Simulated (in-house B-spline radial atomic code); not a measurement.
Response and correlation of Zr4+

Closed shell [Ar] 3d10 4s2 4p6. Computed with an all-electron radial atomic-structure program (B-spline basis): Dirac-Hartree-Fock, relativistic RPA (time-dependent Dirac-Hartree-Fock) for the response and second-order many-body perturbation theory for correlation, no-pair Dirac-Coulomb Hamiltonian, finite nucleus.

Command:
```bash
python run_mb.py task.json out
```
Settings (nuclear radius in fm, box in bohr, cutoff in hartree):
```
basis_form          2
Z                   40
core_configuration  [Ar] 3d10 4s2 4p6
rms_radius          4.2694
mass_number         90
speed_of_light      137.036
box_radius          12.418
lmax                7
intervals           63
virtual_cutoff      40000.0
```

Cost of the run: 25 s on 1 thread of AMD EPYC 7571, on a shared host.

```tsv
multipole (bohr³, bohr⁵, bohr⁷)	uncoupled	coupled RPA
dipole	3.2681	?
quadrupole	5.0086	5.7773
octupole	19.413	24.841
```

(1) What is the coupled dipole polarisability?

(2) Which subshells carry the dipole polarisability?

(3) What does the dipole shielding factor come to?

Dipole polarisability at imaginary frequency:

```csv
u (Eh),α(iu) (bohr³)
0,2.977
0.224,2.915
0.559,2.633
1.12,1.966
1.68,1.4
2.24,1.014
3.35,0.5935
4.47,0.3924
5.59,0.2838
7.83,0.1751
11.2,0.1053
16.8,0.0584
22.4,0.03764
33.5,0.01965
55.9,0.00816
112,0.002333
```

(4) What dispersion coefficients follow for two such ions (the dispersion part alone)?

Lowest J = 1 odd-parity excitations:

| energy (eV) | oscillator strength | leading channel | weight |
| --- | --- | --- | --- |
| 29.679 | 0.0027 | 4p3/2 → d3/2 | 0.655 |
| 33.746 | 0.0634 | 4p1/2 → d3/2 | 0.485 |
| 40.68 | 3.76 | 4p3/2 → s1/2 | 0.624 |
| 40.846 | 2.16 | 4p3/2 → s1/2 | 0.41 |
| 42.624 | 0.115 | 4p1/2 → s1/2 | 0.942 |
| 56.049 | 0.00377 | 4p3/2 → d3/2 | 0.718 |
| 57.235 | 0.135 | 4p3/2 → d5/2 | 0.668 |
| 58.482 | 0.0912 | 4p3/2 → s1/2 | 0.985 |

Second-order correlation energy by the highest angular momentum of the excited pair (hartree): s -0.02318, p -0.2121, d -0.7, f -0.6325, g -0.2101, h -0.08894, i -0.04053, k -0.02057.

(5) What is the second-order correlation energy at the partial-wave limit?

Results:

(1) 2.977 atomic units, -9 % against the uncoupled value.

(2) 4p3/2 67.9 %, 4p1/2 30.3 %, 4s1/2 1.1 %.

(3) The dipole shielding factor is 0.900, against the exact N/Z = 36/40 = 0.900 of the non-relativistic theorem.

(4) C6 = (3/π)∫α(iu)²du = 10.74 hartree·bohr⁶ and C8 = 120.7 hartree·bohr⁸.

(5) The listed waves sum to -1.9279 hartree; extrapolating the increments as (l + 1/2)⁻⁴ gives -1.9699 hartree, -1.49 eV per electron.
